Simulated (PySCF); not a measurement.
F$_{3}$MoO (SMILES [O]=[Mo]([F])([F])[F]), doublet, at a GFN2-xTB geometry (such geometries of metal compounds can be far from the true shape) (the multiplicity is a formal guess) (core potentials on Mo); PBE0/def2-SVP (PySCF).

PySCF was given this input:
```python
from pyscf import gto, scf, dft

mol = gto.Mole()
mol.atom = '''
    Mo    0.055915   -0.040180   -0.058843
    O     1.142309    0.013643   -1.267040
    F     1.118825   -0.263524    1.312314
    F    -1.392803   -0.439822   -0.953959
    F    -1.002343    0.878727    1.042502
'''
mol.basis = 'def2-svp'
mol.ecp = {'Mo': 'def2-svp'}
mol.charge = 0
mol.spin = 1
mol.verbose = 4
mol.symmetry = True
mol.build()

mf = dft.UKS(mol)
mf.xc = 'pbe0'
mf.kernel()
mf.analyze()
```

Output, abridged:

```
PySCF version 2.14.0

[INPUT] verbose = 4
[INPUT] num. atoms = 5
[INPUT] num. electrons = 49
[INPUT] charge = 0
[INPUT] spin (= nelec alpha-beta = 2S) = 1
[INPUT] symmetry True subgroup None
[INPUT] Mole.unit = angstrom
[INPUT] Symbol           X                Y                Z      unit          X                Y                Z       unit  Magmom
[INPUT]  1 Mo     0.055915000000  -0.040180000000  -0.058843000000 AA    0.105664036255  -0.075929195685  -0.111197154348 Bohr   0.0
[INPUT]  2 O      1.142309000000   0.013643000000  -1.267040000000 AA    2.158651159626   0.025781533517  -2.394358588869 Bohr   0.0
[INPUT]  3 F      1.118825000000  -0.263524000000   1.312314000000 AA    2.114272831317  -0.497988187250   2.479914049432 Bohr   0.0
[INPUT]  4 F     -1.392803000000  -0.439822000000  -0.953959000000 AA   -2.632016215473  -0.831143123558  -1.802721244064 Bohr   0.0
[INPUT]  5 F     -1.002343000000   0.878727000000   1.042502000000 AA   -1.894153752875   1.660553368261   1.970043264311 Bohr   0.0

nuclear repulsion = 239.14514624401
point group symmetry = C1
symmetry origin: [0. 0. 0.]
symmetry axis x: [1. 0. 0.]
symmetry axis y: [0. 1. 0.]
symmetry axis z: [0. 0. 1.]
num. orbitals of irrep A = 87
number of shells = 35
number of NR pGTOs = 153
number of NR cGTOs = 87
basis = def2-svp
ecp = {'Mo': 'def2-svp'}

******** <class 'pyscf.dft.uks.UKS'> ********
method = UKS
initial guess = minao
damping factor = 0
level_shift factor = 0
DIIS = <class 'pyscf.scf.diis.CDIIS'>
diis_start_cycle = 1
diis_space = 8
diis_damp = 0
SCF conv_tol = 1e-09
SCF conv_tol_grad = None
SCF max_cycles = 50
direct_scf = True
direct_scf_tol = 1e-13
number electrons alpha = 25  beta = 24
XC library pyscf.dft.libxc version 7.1.2
    S. Lehtola, C. Steigemann, M. J. T. Oliveira, and M. A. L. Marques,  SoftwareX 7, 1–5 (2018)
XC functionals = pbe0
    C. Adamo and V. Barone,  J. Chem. Phys. 110, 6158 (1999)
    M. Ernzerhof and G. E. Scuseria,  J. Chem. Phys. 110, 5029 (1999)
radial grids:
    Treutler-Ahlrichs [JCP 102, 346 (1995); DOI:10.1063/1.469408] (M4) radial grids

becke partition: Becke, JCP 88, 2547 (1988); DOI:10.1063/1.454033
pruning grids: <function nwchem_prune>
grids dens level: 3
symmetrized grids: True
atomic radii adjust function: <function treutler_atomic_radii_adjust>
small_rho_cutoff = 0
Set gradient conv threshold to 3.16228e-05
tot grids = 79312
init E= -434.941142338255

cycle= 1 E= -442.013352631807  delta_E= -7.07  |g|= 1.02  |ddm|= 2.39
cycle= 2 E= -436.936553969853  delta_E= 5.08  |g|= 3.34  |ddm|= 2.81
cycle= 3 E= -442.183709991628  delta_E= -5.25  |g|= 0.73  |ddm|=  2.6
cycle= 4 E= -442.37251474544  delta_E= -0.189  |g|= 0.23  |ddm|= 0.617
cycle= 5 E= -442.390166296491  delta_E= -0.0177  |g|= 0.0761  |ddm|= 0.224
cycle= 6 E= -442.39254605377  delta_E= -0.00238  |g|= 0.0239  |ddm|= 0.0744
cycle= 7 E= -442.392715815033  delta_E= -0.00017  |g|= 0.0122  |ddm|= 0.0168
cycle= 8 E= -442.392776214865  delta_E= -6.04e-05  |g|= 0.00185  |ddm|= 0.00867
cycle= 9 E= -442.39277896634  delta_E= -2.75e-06  |g|= 0.000517  |ddm|= 0.00271
cycle= 10 E= -442.39277942878  delta_E= -4.62e-07  |g|= 0.000263  |ddm|= 0.00116
cycle= 11 E= -442.392779648089  delta_E= -2.19e-07  |g|= 0.000109  |ddm|= 0.00115
cycle= 12 E= -442.392779673282  delta_E= -2.52e-08  |g|= 3.58e-05  |ddm|= 0.000411
cycle= 13 E= -442.392779676049  delta_E= -2.77e-09  |g|= 1.71e-05  |ddm|= 0.00011
cycle= 14 E= -442.392779676548  delta_E= -4.99e-10  |g|= 5.75e-06  |ddm|= 5.2e-05
Extra cycle  E= -442.392779676556  delta_E= -7.96e-12  |g|= 8.16e-06  |ddm|= 1.2e-05
converged SCF energy = -442.392779676556  <S^2> = 0.75303384  2S+1 = 2.0030315
**** SCF Summaries ****
Total Energy =                        -442.392779676555961
Nuclear Repulsion Energy =             239.145146244009624
One-electron Energy =                -1112.710896788921445
Two-electron Energy =                  431.172970868355776
Two-electron Coulomb Energy =          478.638881170228387
DFT Exchange-Correlation Energy =      -47.465910301872611
**** MO energy ****
                             alpha | beta                alpha | beta
MO #1   energy= -24.8158535429674  | -24.8154528267092  occ= 1 | 1
MO #2   energy= -24.815829228736   | -24.8154287107012  occ= 1 | 1
MO #3   energy= -24.7853291838742  | -24.7846744471698  occ= 1 | 1
MO #4   energy= -19.2738299372981  | -19.2734010936875  occ= 1 | 1
MO #5   energy= -2.77778131660515  | -2.75427731940808  occ= 1 | 1
MO #6   energy= -1.79049288985997  | -1.77286315017424  occ= 1 | 1
MO #7   energy= -1.78798459573641  | -1.7700976273479   occ= 1 | 1
MO #8   energy= -1.75968062482275  | -1.7175126432797   occ= 1 | 1
MO #9   energy= -1.23861578144222  | -1.23722119821761  occ= 1 | 1
MO #10  energy= -1.19311924731597  | -1.1909647153657   occ= 1 | 1
MO #11  energy= -1.19259009890058  | -1.19027367003474  occ= 1 | 1
MO #12  energy= -0.971252535002083 | -0.968614987671316 occ= 1 | 1
MO #13  energy= -0.588061441376786 | -0.582105434215994 occ= 1 | 1
MO #14  energy= -0.569636369825063 | -0.56659700095815  occ= 1 | 1
MO #15  energy= -0.541466467008423 | -0.538193272531755 occ= 1 | 1
MO #16  energy= -0.534216596310335 | -0.525101685637286 occ= 1 | 1
MO #17  energy= -0.520889179751884 | -0.515156400059597 occ= 1 | 1
MO #18  energy= -0.491591288155179 | -0.489232592464997 occ= 1 | 1
MO #19  energy= -0.483839275200017 | -0.479046767991819 occ= 1 | 1
MO #20  energy= -0.476473222034275 | -0.471952141275165 occ= 1 | 1
MO #21  energy= -0.443672252671624 | -0.44342491477005  occ= 1 | 1
MO #22  energy= -0.431524037312392 | -0.428472737667045 occ= 1 | 1
MO #23  energy= -0.411930295281694 | -0.407346546169542 occ= 1 | 1
MO #24  energy= -0.406816481045795 | -0.398931457284007 occ= 1 | 1
MO #25  energy= -0.287108381130452 | -0.143222150825999 occ= 1 | 0
MO #26  energy= -0.14451374471868  | -0.131192391509166 occ= 0 | 0
MO #27  energy= -0.0818150861716156 | -0.068524186204414 occ= 0 | 0
MO #28  energy= -0.0749992982968043 | -0.0648844504014687 occ= 0 | 0
MO #29  energy= 0.00717508683820445 | 0.0227521113401697 occ= 0 | 0
MO #30  energy= 0.0133073499644561 | 0.0262697527931034 occ= 0 | 0
MO #31  energy= 0.0600180830231326 | 0.0616183658774478 occ= 0 | 0
MO #32  energy= 0.0614957684430477 | 0.0641422493602085 occ= 0 | 0
MO #33  energy= 0.0868384061242722 | 0.0977819562591584 occ= 0 | 0

spin_pop of  0 Mo 4s        0.00055
spin_pop of  0 Mo 5s        0.18874
spin_pop of  0 Mo 6s        0.03945
spin_pop of  0 Mo 7s       -0.00003
spin_pop of  0 Mo 8s        0.00472
spin_pop of  0 Mo 4px      -0.00001
spin_pop of  0 Mo 4py       0.00065
spin_pop of  0 Mo 4pz      -0.00268
spin_pop of  0 Mo 5px       0.00025
spin_pop of  0 Mo 5py       0.00000
spin_pop of  0 Mo 5pz       0.00337
spin_pop of  0 Mo 6px      -0.00003
spin_pop of  0 Mo 6py       0.00014
spin_pop of  0 Mo 6pz       0.00618
spin_pop of  0 Mo 4dxy      0.05348
spin_pop of  0 Mo 4dyz      0.10994
spin_pop of  0 Mo 4dz^2     0.01297
spin_pop of  0 Mo 4dxz      0.34172
spin_pop of  0 Mo 4dx2-y2    0.02968
spin_pop of  0 Mo 5dxy      0.01128
spin_pop of  0 Mo 5dyz      0.02524
spin_pop of  0 Mo 5dz^2     0.00112
spin_pop of  0 Mo 5dxz      0.08214
spin_pop of  0 Mo 5dx2-y2    0.00020
spin_pop of  0 Mo 4f-3      0.00028
spin_pop of  0 Mo 4f-2      0.00017
spin_pop of  0 Mo 4f-1      0.00012
spin_pop of  0 Mo 4f+0      0.00016
spin_pop of  0 Mo 4f+1      0.00008
spin_pop of  0 Mo 4f+2     -0.00004
spin_pop of  0 Mo 4f+3     -0.00001
spin_pop of  1 O 1s        0.00000
spin_pop of  1 O 2s        0.00302
spin_pop of  1 O 3s        0.00441
spin_pop of  1 O 2px       0.00302
spin_pop of  1 O 2py       0.01570
spin_pop of  1 O 2pz       0.01194
spin_pop of  1 O 3px       0.00058
spin_pop of  1 O 3py       0.00028
spin_pop of  1 O 3pz       0.00047
spin_pop of  1 O 3dxy      0.00001
spin_pop of  1 O 3dyz     -0.00002
spin_pop of  1 O 3dz^2     0.00004
spin_pop of  1 O 3dxz      0.00004
spin_pop of  1 O 3dx2-y2    0.00017
spin_pop of  2 F 1s        0.00000
spin_pop of  2 F 2s        0.00228
spin_pop of  2 F 3s        0.00489
spin_pop of  2 F 2px      -0.00090
spin_pop of  2 F 2py       0.00509
spin_pop of  2 F 2pz       0.00404
spin_pop of  2 F 3px       0.00050
spin_pop of  2 F 3py       0.00180
spin_pop of  2 F 3pz       0.00018
spin_pop of  2 F 3dxy      0.00004
spin_pop of  2 F 3dyz      0.00002
spin_pop of  2 F 3dz^2     0.00001
spin_pop of  2 F 3dxz      0.00002
spin_pop of  2 F 3dx2-y2    0.00003
spin_pop of  3 F 1s       -0.00000
spin_pop of  3 F 2s        0.00255
spin_pop of  3 F 3s        0.00547
spin_pop of  3 F 2px       0.00226
spin_pop of  3 F 2py       0.01035
spin_pop of  3 F 2pz      -0.00213
spin_pop of  3 F 3px       0.00033
spin_pop of  3 F 3py       0.00048
spin_pop of  3 F 3pz       0.00045
spin_pop of  3 F 3dxy      0.00001
spin_pop of  3 F 3dyz      0.00002
spin_pop of  3 F 3dz^2     0.00001
spin_pop of  3 F 3dxz      0.00004
spin_pop of  3 F 3dx2-y2    0.00002
spin_pop of  4 F 1s       -0.00000
spin_pop of  4 F 2s        0.00287
spin_pop of  4 F 3s        0.00271
spin_pop of  4 F 2px      -0.00206
spin_pop of  4 F 2py       0.00781
spin_pop of  4 F 2pz      -0.00147
spin_pop of  4 F 3px       0.00030
spin_pop of  4 F 3py       0.00151
spin_pop of  4 F 3pz       0.00080
spin_pop of  4 F 3dxy      0.00003
spin_pop of  4 F 3dyz      0.00005
spin_pop of  4 F 3dz^2     0.00001
spin_pop of  4 F 3dxz      0.00007
spin_pop of  4 F 3dx2-y2   -0.00000
In total            25.00000 | 24.00000
Dipole moment(X, Y, Z, Debye):  0.00858, -0.53620,  0.03207
```
